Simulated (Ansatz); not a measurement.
Ansatz (a program for electronic structure) input (CCSDT/def2-SVP):

Ansatz 0.2 input:
```yaml
crystal:
  periodic: [false, false, false]
  atoms:
    - {symbol: Li, position_ang: [-0.00000000, -0.00000000, -0.42399676]}
    - {symbol: H, position_ang: [0.00000000, 0.00000000, 1.27199027]}
basis:
  gaussian:
    orbitals: def2-SVP
total_charge: -1
magnetization: {spin_polarized: true, initial_magnetization: 1}
correlation: {method: ccsdt, electrons: outside_noble_gas}
```

Output:

```
Functional definition: HF
integrals: 0.00 GiB planned
271 factors; integrals over basis functions are off by at most 2.2e-7 eV
mean field: 0.04 GiB planned
mean field evaluation 1: about -216.3576 eV, gradient 3.0e0 eV
mean field evaluation 2: about -216.3603 eV, gradient 3.0e0 eV
mean field evaluation 4: about -216.7393 eV, gradient 8.5e-1 eV
mean field evaluation 8: about -216.7958 eV, gradient 2.8e-3 eV
mean field evaluation 16: about -216.7346 eV, gradient 8.5e-1 eV
mean field evaluation 32: about -214.4282 eV, gradient 9.5e-4 eV
mean field evaluation 64: about -213.6176 eV, gradient 3.1e-3 eV
mean field -216.79577417 eV, -7.9670977514 hartree, gradient 4.5e-6 eV, S^2 0.753140; 3 other end points of the search recorded, 0 dependent functions left out
determinant -216.79577417 eV, -7.9670977514 hartree, with singles and doubles -217.53409810 eV, -7.9942306552 hartree
determinant -214.42815591 eV, -7.8800893852 hartree, with singles and doubles -215.19997170 eV, -7.9084530922 hartree
determinant -214.27744397 eV, -7.8745508235 hartree, with singles and doubles -214.99685880 eV, -7.9009888307 hartree
determinant -213.61758049 eV, -7.8503012878 hartree, with singles and doubles -214.56161754 eV, -7.8849940095 hartree
1 core orbitals not correlated
reference -216.79577417 eV, -7.9670977514 hartree; 2, 1 occupied and 11, 12 virtual orbitals, 271 factors
second order -0.53988456 eV of doubles, -0.00000000 eV of singles
coupled cluster: 0.04 GiB planned
cycle   1  -0.66919918 eV  change   -1.3e-1 eV  update   3.4e-2
cycle   2  -0.73877290 eV  change   -7.0e-2 eV  update   1.7e-2
cycle   3  -0.74431999 eV  change   -5.5e-3 eV  update   7.2e-3
cycle   4  -0.74628122 eV  change   -2.0e-3 eV  update   2.6e-3
cycle   5  -0.74583318 eV  change    4.5e-4 eV  update   1.1e-3
cycle   6  -0.74616655 eV  change   -3.3e-4 eV  update   2.1e-4
cycle   7  -0.74618487 eV  change   -1.8e-5 eV  update   6.3e-5
cycle   8  -0.74616661 eV  change    1.8e-5 eV  update   2.4e-5
cycle   9  -0.74617142 eV  change   -4.8e-6 eV  update   8.2e-6
cycle  10  -0.74616881 eV  change    2.6e-6 eV  update   2.6e-6
cycle  11  -0.74616879 eV  change    2.4e-8 eV  update   8.1e-7
cycle  12  -0.74616909 eV  change   -3.0e-7 eV  update   2.7e-7
Total energy: -217.54194326 eV, -7.9945189595 hartree
```
